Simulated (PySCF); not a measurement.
Match the calculated data to a structure.

All candidates are C7H7ClO3.

| technique | computed result |
| --- | --- |
| 13C NMR | chemical shifts (computed TMS as zero) by class: 168.6 (1 C), 160.0 (1 C), 138.9 (1 C), 136.1 (1 C), 107.1 (1 C), 57.4 (1 C), 10.2 (1 C) ppm [GIAO PBE0/pcSseg-1] |
| NMR, other nuclei | isotropic shieldings of nuclei other than C and H, by class: -163 (1 O), 49 (1 O), 227 (1 O), 547 (1 Cl) ppm [GIAO PBE0/pcSseg-1] |
| Dipole | 5.37 D [PBE0/pcSseg-1] |
| Rotational structure | rotational constants A, B, C: 1.533, 0.669, 0.468 GHz [GFN2-xTB] |
| 1H NMR | chemical shifts (computed TMS as zero) by class: 7.62 (1 H), 4.26 (3 H), 2.17 (3 H) ppm [GIAO PBE0/pcSseg-1] |

Gas-phase values; electronic properties from PySCF, density fitting. Levels stand in brackets. Geometry: GFN2-xTB, one conformer, isolated molecule. GFN2-xTB frequencies show an imaginary mode (22i cm⁻¹), so this geometry is no minimum at that level. NMR values are class means; diastereotopic atoms form classes of their own.

Task: Which candidate is it?
A. `CC(C)C1=C(Cl)C(=O)OC1=O`
B. `COC(=O)C1=CCC(Cl)=CO1`
C. `COc1oc(C(=O)Cl)cc1C`

Result: C. It is `COc1oc(C(=O)Cl)cc1C`. Numbering: `[CH3:1][O:2][c:3]1[o:4][c:5]([C:6](=[O:7])[Cl:8])[cH:9][c:10]1[CH3:11]`. Its formula, C7H7ClO3, gives 4 degrees of unsaturation: 1 ring and 3 π bonds in the structure found (Kekulé form). 7 carbons fall into 7 classes; from least to most shielded: aromatic carbon bearing oxygen [C3] (168.6 ppm), acyl halide carbon [C6] (160.0 ppm), substituted aromatic carbon [C5] (138.9 ppm), aromatic CH carbon [C9] (136.1 ppm), substituted aromatic carbon [C10] (107.1 ppm), methoxy carbon [C1] (57.4 ppm), benzylic-type carbon [C11] (10.2 ppm). Hydrogen classes from least to most shielded: 1 H on an aromatic CH carbon, C9 (7.62 ppm), 3 H on a methoxy carbon, C1 (4.26 ppm), 3 H on a benzylic-type carbon, C11 (2.17 ppm). The other shieldings belong to: -163 ppm, carbonyl oxygen [O7]; 49 ppm, furan-type oxygen [O4]; 227 ppm, aryl ether oxygen [O2]; 547 ppm, chlorine bonded to C [Cl8]. By its constants the optimised geometry is an asymmetric top.

The others, at the same levels:
- `COC(=O)C1=CCC(Cl)=CO1` fails: its computed 13C shifts are 168.5 (1 C), 148.4 (1 C), 146.1 (1 C), 123.0 (1 C), 118.6 (1 C), 54.0 (1 C), 34.1 (1 C) ppm, 1H shifts are 6.72 (1 H), 6.38 (1 H), 3.99 (3 H), 3.28 (2 H) ppm and rotational constant A is 3.194 GHz (against 1.533 GHz).
- `CC(C)C1=C(Cl)C(=O)OC1=O` fails: it has 6 carbon classes against 7; its computed 13C shifts are 168.8 (1 C), 165.8 (1 C), 156.7 (1 C), 147.1 (1 C), 31.9 (1 C), 21.9 (2 C) ppm, 1H shifts are 2.97 (1 H), 1.40 (6 H) ppm and rotational constant A is 1.284 GHz (against 1.533 GHz).

Each candidate is one conformer, not necessarily the lowest. The conformers computed, where there is a choice (atom-mapped SMILES and torsion angles):
- `[CH3:1][O:2][c:3]1[o:4][c:5]([C:6](=[O:7])[Cl:8])[cH:9][c:10]1[CH3:11]`: C1–O2–C3–O4 -1°, O4–C5–C6–O7 180°
- `[CH3:1][O:2][C:3](=[O:4])[C:5]1=[CH:6][CH2:7][C:8]([Cl:9])=[CH:10][O:11]1`: C1–O2–C3–O4 0°, O2–C3–C5–C6 180°
- `[CH3:1][CH:2]([CH3:3])[C:4]1=[C:5]([Cl:6])[C:7](=[O:8])[O:9][C:10]1=[O:11]`: C1–C2–C4–C5 119°
